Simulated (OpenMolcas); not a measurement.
## Ne⁴⁺: effect of the basis set

```
Program             : OpenMolcas
Method              : SS-CASPT2, IPEA 0.25 Eh, imaginary shift 0.1 Eh (closed shells correlated: 1s)
Active space        : 4 electrons in 4 orbitals (2s 2p)
State averaging     : 2S+1 = 3 even, 3 roots; 2S+1 = 1 even, 6 roots; 2S+1 = 5 odd, 1 root; 2S+1 = 3 odd, 9 roots; 2S+1 = 1 odd, 8 roots
Spin-orbit coupling : state interaction with AMFI integrals over the reference wave functions, term energies averaged over their components
```

A. ANO-RCC-VDZP [3s2p1d], DKH2, point nucleus; CASPT2 step of the order of 4 core-seconds
B. ANO-RCC-VTZP [4s3p2d1f], DKH2, point nucleus; CASPT2 step about 2.1 core-seconds
C. ANO-L-VTZP [4s3p2d1f], non-relativistic, point nucleus; CASPT2 step about 1.6 core-seconds
D. ANO-R2 [4s4p2d1f], X2C, finite nucleus; CASPT2 step roughly 5 core-seconds
E. ANO-R3 [4s4p2d1f], X2C, finite nucleus; CASPT2 step roughly 1.8 core-seconds
F. ANO-RCC-VQZP [5s4p3d2f1g], DKH2, point nucleus; CASPT2 step of the order of 3 core-seconds

Energies in eV above 2s² 2p² ³P₀, the measured ground level; measured values from NIST levels in Podobedova, Fuhr, Reader and Wiese, J. Phys. Chem. Ref. Data 33, 525 (2004).

```
      Level       A       B       C       D       E       F  Measured
2s² 2p² ³P₀  0.0000  0.0000  0.0000  0.0000  0.0000  0.0000    0.0000
2s² 2p² ³P₁  0.0496  0.0496  0.0482  0.0483  0.0483  0.0485    0.0511
2s² 2p² ³P₂  0.1430  0.1429  0.1390  0.1392  0.1392  0.1400    0.1376
2s² 2p² ¹D₂   3.981   3.804   3.852   3.824   3.824   3.774    3.7557
2s² 2p² ¹S₀   8.123   7.913   8.005   7.944   7.944   7.879    7.9243
2s 2p³ ⁵S°₂  10.499  10.704  10.458  10.627  10.627  10.757          
2s 2p³ ³D°₂  21.860  21.688  21.537  21.641  21.641  21.646   21.8094
2s 2p³ ³D°₁  21.861  21.688  21.538  21.642  21.642  21.646   21.8122
2s 2p³ ³D°₃  21.862  21.689  21.539  21.643  21.643  21.647   21.8006
2s 2p³ ³P°₀  26.036  25.804  25.703  25.766  25.766  25.748   25.8126
2s 2p³ ³P°₁  26.036  25.805  25.703  25.767  25.767  25.749          
2s 2p³ ³P°₂  26.037  25.806  25.704  25.768  25.768  25.750          
2s 2p³ ¹D°₂  34.144  33.720  33.630  33.687  33.687  33.605   33.5457
2s 2p³ ³S°₁  35.129  34.821  34.703  34.771  34.771  34.715          
2s 2p³ ¹P°₁  38.291  37.806  37.768  37.782  37.782  37.675
```

Deviations, from unrounded energies. A percentage is the sum of absolute deviations over the sum of measured energies, with the sign that they share, or ± where signs differ.

| Against measurement | Levels | A | B | C | D | E | F |
| --- | --- | --- | --- | --- | --- | --- | --- |
| mean absolute deviation (cm-1) | 9 | 1300 | 540 | 1100 | 700 | 700 | 610 |
| fine structure of the ground term (%) | 2 | ±3.7 | ±3.6 | ±2.3 | ±2.4 | ±2.4 | ±2.6 |
| other terms of the ground configuration (%) | 2 | +3.6 | ±0.5 | +1.5 | +0.8 | +0.8 | ±0.5 |
| other configurations (%) | 5 | +0.8 | ±0.4 | ±0.8 | ±0.5 | ±0.5 | ±0.5 |

B lies closest to measurement on these levels and A furthest from it. The largest miss of B in the table is 2s 2p³ ¹D°₂, by +1400 cm-1. The ranking rests on the paired levels alone, and a cruder setting can come out closer through cancelling errors.

Among A to F the level of the table that moves most is 2s 2p³ ¹P°₁, by 5000 cm-1 (lowest in F, highest in A). Moves below CASPT2's spread within the term are not significant.

Term energies are means over components that CASPT2 splits; among the terms shown or strongly mixed into the levels shown the widest spread is 210 cm-1 (2s 2p³ ¹D°, E). The basis is small and was not contracted for so high a charge (holds for A). Computed and measured levels are paired by configuration, term and J; levels that our copy of the source lacks, or whose pairing is in doubt (as where it misses far off the trend of its configuration), stay unpaired and out of the deviations. Only configurations of the active space appear.

° marks odd parity.
